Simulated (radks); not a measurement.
The mean radii <r> (bohr) of the occupied orbitals of an atom or ion are listed with their occupations. Method: scalar-relativistic Kohn-Sham, PBE, spin-polarised, spherical densities, finite nucleus; Fermi nuclear charge, rms radius of each element as measured or else 0.836 A^(1/3) + 0.57 fm; computed with a radial shooting solver on a logarithmic mesh with Libxc functionals.

orbital  occ.     <r>
1s up       1  0.1759
1s down     1  0.1756
2s up       1  0.8349
2s down     1  0.8434
2p up       1  0.7682

Name the element and its charge. Open shells, if any, are filled with parallel spins first.

Answer. Z = 9, fluorine, charge +4: F4+ in [He] 2s2 2p1. The 1s radius gives Z: for a bare nucleus <r> = (2 gamma + 1)/(2Z) with gamma = sqrt(1 - (Z/c)^2), 0.1664 bohr for Z = 9, and screening makes it slightly larger (0.1759 here). The occupations add up to 5, and the charge is Z minus that.
